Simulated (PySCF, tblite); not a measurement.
Species: C5H2F2OS.
Numbering: `[O:1]=[C:2]([F:3])[c:4]1[s:5][cH:6][cH:7][c:8]1[F:9]` (hydrogens: H10 on C6; H11 on C7)

Structure used (GFN2-xTB), in Å, numbered top down from 1:
```xyz
11
C5H2F2OS angstrom
O     -2.876    0.658    0.332
C     -2.105   -0.236    0.267
F     -2.559   -1.528    0.368
C     -0.673   -0.213    0.089
S      0.282   -1.657    0.018
C      1.712   -0.749   -0.191
C      1.498    0.598   -0.208
C      0.136    0.900   -0.049
F     -0.323    2.144   -0.033
H      2.650   -1.258   -0.292
H      2.262    1.344   -0.327
```

Computed with wB97X-D/def2-SVPD in PySCF (dipole) on a GFN2-xTB geometry, gas phase.

Masses are those of the commonest isotopes; rigid-rotor values at the optimised geometry. The values belong to one conformer with, in the numbering `[O:1]=[C:2]([F:3])[c:4]1[s:5][cH:6][cH:7][c:8]1[F:9]`, O1–C2–C4–S5 180°.

Q: Give the principal moments of inertia and the rotational constants in GHz.

A: Ia = 246.70, Ib = 357.06, Ic = 603.76 u·Å²; 505379 MHz·u·Å²/I gives 2049, 1415 and 837.1 MHz, that is A = 2.0485, B = 1.4154, C = 0.8371 GHz.

Q: Classify the top.

A: An asymmetric top: κ = (2 × 1415 − 2049 − 837.1)/(2049 − 837.1) = -0.05.

Q: What does the inertial defect say?

A: Planar: Δ = Ic − Ia − Ib = 0.00 u·Å². For a rigid frame Δ = −2 Σ m c², so it vanishes when all atoms lie in the ab plane; here none is more than 0.01 Å from it.

Q: List the rotational levels J(Ka,Kc) to J = 2 (MHz).

A: Above 0(0,0):
J = 1: 1(0,1) 2252, 1(1,1) 2886, 1(1,0) 3464
J = 2: 2(0,2) 6503, 2(1,2) 6812, 2(1,1) 8547, 2(2,1) 10447, 2(2,0) 10701
The levels of one J sum to (2J + 1)J(J + 1)(A + B + C)/3.

Q: Predict some low-J microwave lines.

A: The dipole components are |μa| = 4.90 D, |μb| = 1.43 D, |μc| = 0.00 D; the mirror of this Cs structure is the ab plane, so μc vanishes by symmetry and there are no c-type lines. Intensities carry the squares of the components, which stand as 1.00 : 0.09 (a : b). Some lines, for components of 0.1 D or more:

```csv
type,branch,"J(Ka,Kc)",MHz,lower level (cm⁻¹)
a,Q,"4(3,1) ← 4(3,2)",476,1.045
a,Q,"1(1,0) ← 1(1,1)",578,0.096
a,Q,"3(2,1) ← 3(2,2)",1057,0.574
b,Q,"1(1,0) ← 1(0,1)",1211,0.075
a,Q,"2(1,1) ← 2(1,2)",1735,0.227
b,Q,"3(2,1) ← 3(1,2)",2303,0.532
b,R,"1(1,1) ← 0(0,0)",2886,0.000
a,R,"2(1,2) ← 1(1,1)",3927,0.096
a,R,"2(0,2) ← 1(0,1)",4250,0.075
b,Q,"3(2,2) ← 3(1,3)",4638,0.419
a,R,"2(1,1) ← 1(1,0)",5083,0.116
b,Q,"4(3,2) ← 4(2,3)",5309,0.867
b,Q,"4(4,1) ← 4(3,2)",6174,1.045
a,R,"3(2,2) ← 2(2,1)",6757,0.348
a,R,"3(1,2) ← 2(1,1)",7411,0.285
a,R,"4(1,4) ← 3(1,3)",7499,0.419
a,R,"3(2,1) ← 2(2,0)",7560,0.357
a,R,"4(0,4) ← 3(0,3)",7576,0.416
b,R,"4(1,4) ← 3(0,3)",7608,0.416
b,R,"2(2,0) ← 1(1,1)",7815,0.096
b,R,"3(2,2) ← 2(1,1)",8657,0.285
a,R,"4(2,3) ← 3(2,2)",8802,0.574
a,R,"4(1,3) ← 3(1,2)",9414,0.532
a,R,"4(3,1) ← 3(3,0)",9762,0.735
b,R,"3(2,1) ← 2(1,2)",11449,0.227
b,R,"4(3,1) ← 3(2,2)",14587,0.574
b,R,"4(4,0) ← 3(3,1)",15558,0.732
b,R,"4(2,2) ← 3(1,3)",15910,0.419
```

Its GFN2-xTB frequencies are all real (lowest 60 cm⁻¹). Constants of a rigid frame at the computed geometry: no zero-point averaging, no centrifugal distortion.
